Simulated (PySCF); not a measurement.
Species: C6H11OP.
SMILES: `CC1=CCC[P@]1(C)=O`

A PySCF run (density fitting, gas phase, GFN2-xTB geometry) gave HOMO -9.99 eV, LUMO 2.09 eV, dipole 4.39 D and E = -651.513 Eh.

Question: Which of these levels was it?
A. LC-wPBE/pcSseg-1
B. PBE0/def2-SVPD
C. PBE0/def2-SVP
D. wB97X-D/IGLO-II
E. PBE0/pcSseg-1

Answer: A. It is LC-wPBE/pcSseg-1. All candidates on this geometry:

```csv
level and settings,kind,basis functions,SCF cycles,E (Eh),HOMO (eV),LUMO (eV),dipole (D)
PBE0/def2-SVPD,global hybrid,255,14,-651.0521,-7.37,-0.28,4.51
PBE0/def2-SVP,global hybrid,171,15,-651.0248,-7.15,-0.06,4.10
PBE0/pcSseg-1,global hybrid,198,15,-651.3106,-7.32,-0.20,4.27
wB97X-D/IGLO-II,range-separated hybrid,255,14,-651.8225,-9.12,1.62,4.28
"LC-wPBE/pcSseg-1, energy threshold 1e-11 Eh, damping 0.1 at the start, DIIS from the seventh cycle",range-separated hybrid,198,19,-651.5129,-9.99,2.09,4.39
```

The nearest other candidate, by the summed differences of HOMO and LUMO, is wB97X-D/IGLO-II: its HOMO differs by +0.87 eV and its LUMO by -0.47 eV. wB97X-D ran without the empirical dispersion term, which would shift the total energy alone. Cycle counts include a coarse-grid stage where the run had one.
